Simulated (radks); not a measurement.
Values are calculated unless marked as measured or tabulated.
Problem. Coherent X-ray form factor from a spherical all-electron density. Level of theory: scalar-relativistic Kohn-Sham, SCAN, spin-polarised, spherical densities, finite nucleus; meta-GGA in the generalised Kohn-Sham scheme; Fermi nuclear charge, rms radius of each element as measured or else 0.836 A^(1/3) + 0.57 fm (a radial shooting solver on a logarithmic mesh with Libxc functionals).

| sin(theta)/lambda (1/angstrom) | f0 (electrons) |
|---|---|
| 0.05 | 28.602 |
| 0.1 | 27.517 |
| 0.15 | 25.989 |
| 0.2 | 24.253 |
| 0.25 | 22.461 |
| 0.3 | 20.694 |
| 0.4 | 17.397 |
| 0.5 | 14.557 |
| 0.6 | 12.252 |
| 0.8 | 9.132 |
| 1 | 7.428 |
| 1.25 | 6.267 |
| 1.5 | 5.467 |
| 2 | 4.057 |

The species is in the configuration that NIST lists as its ground one. Which atom or ion scatters so?

Solution. The zinc ion Zn+, [Ar] 3d10 4s1. Extrapolating in s^2 from the first two rows gives f0(0) = 29.0, near the electron count 29; among species with that count, the fall with angle is slower the higher Z, and the table is that of Z = 30; from so few rows the species is fixed only to a neighbour or two.
